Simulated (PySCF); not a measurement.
A PySCF script (with the pyscf-properties extension) for the NMR shieldings of SMILES FC[C@@H]1O[SiH2]O[C@H]1CF, C₄H₈F₂O₂Si, on a GFN2-xTB geometry:

```python
import basis_set_exchange as bse
import numpy as np
from pyscf import gto, dft
from pyscf.prop import nmr

atoms = """
F    -1.711598   -0.901908   -1.528949
C    -1.313864   -1.501014   -0.362121
C    -0.415506   -0.563352    0.442399
O    -1.154166    0.502333    0.955581
Si   -0.944791    1.872280    0.073929
O     0.355569    1.336668   -0.775964
C     0.716270    0.037044   -0.434560
C     2.037989    0.073358    0.331550
F     2.453060   -1.203146    0.614118
H    -2.220890   -1.731489    0.203757
H    -0.779038   -2.416591   -0.631822
H     0.001523   -1.134068    1.280839
H    -2.034689    2.121504   -0.850015
H    -0.571568    2.918403    1.008509
H     0.843972   -0.548383   -1.352594
H     2.818481    0.550400   -0.267340
H     1.912250    0.599990    1.282775
"""
names = dict.fromkeys(["F", "C", "O", "Si", "H"], "pcSseg-1")
basis = {el: gto.basis.parse(bse.get_basis(n, elements=[el], fmt="nwchem")) for el, n in names.items()}
mol = gto.M(atom=atoms, basis=basis, charge=0, verbose=0)
mf = dft.RKS(mol, xc="PBE0")
mf.grids.level = 2
mf.grids.alignment = dft.numint.BLKSIZE   # the property module wants whole blocks of grid points
mf.conv_tol = 1e-9
mf.kernel()

calc = nmr.RKS(mf)   # GIAO
C = mf.mo_coeff
Co = C[:, mf.mo_occ > 0]
resp = mf.gen_response(singlet=True, hermi=2)
def vind(x):   # induced exchange potential for any number of trial vectors
    d = np.einsum("pi,xij,qj->xpq", C, 2 * x.reshape(-1, C.shape[1], Co.shape[1]), Co, optimize=True)
    return np.einsum("xpq,pi,qj->xij", resp(d - d.transpose(0, 2, 1)), C, Co, optimize=True).ravel()
mo1, _ = nmr.rhf.solve_mo1(calc, with_cphf=vind)
sigma = calc.kernel(mo1)
for i, s in enumerate(sigma):   # ppm
    w = np.linalg.eigvalsh((s + s.T) / 2)
    print("%2d %-2s iso %8.1f  s11 %8.1f  s22 %8.1f  s33 %8.1f" % (i, mol.atom_pure_symbol(i), w.mean(), *w))
```

Task: What does it print?

Result: 
```
 0 F  iso    439.9  s11    412.8  s22    430.5  s33    476.4
 1 C  iso     95.3  s11     67.5  s22     85.9  s33    132.3
 2 C  iso    107.9  s11     88.5  s22    102.0  s33    133.2
 3 O  iso    290.1  s11    244.0  s22    266.9  s33    359.5
 4 Si iso    348.1  s11    330.1  s22    332.8  s33    381.4
 5 O  iso    295.2  s11    254.0  s22    270.4  s33    361.2
 6 C  iso    112.6  s11     86.9  s22     99.9  s33    150.9
 7 C  iso    100.3  s11     68.4  s22     80.6  s33    151.9
 8 F  iso    431.9  s11    407.3  s22    424.2  s33    464.0
 9 H  iso     26.6  s11     22.1  s22     26.5  s33     31.1
10 H  iso     27.1  s11     23.0  s22     27.0  s33     31.3
11 H  iso     27.5  s11     24.4  s22     26.1  s33     31.8
12 H  iso     26.7  s11     22.9  s22     24.0  s33     33.1
13 H  iso     26.7  s11     23.0  s22     23.5  s33     33.5
14 H  iso     27.1  s11     24.7  s22     25.8  s33     30.8
15 H  iso     26.8  s11     22.6  s22     27.9  s33     29.8
16 H  iso     27.4  s11     23.4  s22     29.3  s33     29.5
```

These numbers come from an equivalent density-fitted implementation of the same equations, which agrees with the script to about 0.01 ppm for H and up to a few tenths of a ppm for heavy atoms, so last digits may differ.

Task: Turn these shieldings into chemical shifts. Scale: ¹⁹F (170.95 ppm) against CFCl3; ¹³C (186.93 ppm), ²⁹Si (349.16 ppm), ¹H (31.72 ppm) against TMS; ¹⁷O (336.08 ppm) vs H2O (reference shieldings calculated alike).

Result: Averaging equivalent atoms: F 0/8: -264.9; C 1/7: 89.1; C 2/6: 76.7; O 3/5: 43.4; Si 4: 1.1; H 12/13: 5.06; H 10/15: 4.79; H 9/16: 4.72; H 11/14: 4.43 ppm. Unscaled 19F shifts against computed CFCl3 carry errors that often reach 10 to 50 ppm. Experimental scales use liquid or dissolved standards, which lie at an offset from isolated H2O (liquid H2O: subtract about 36 ppm).

Size and cost of the density-fitted run: 200 basis functions, 77 s wall time on 1 thread of an Arm Neoverse N1, shared host.
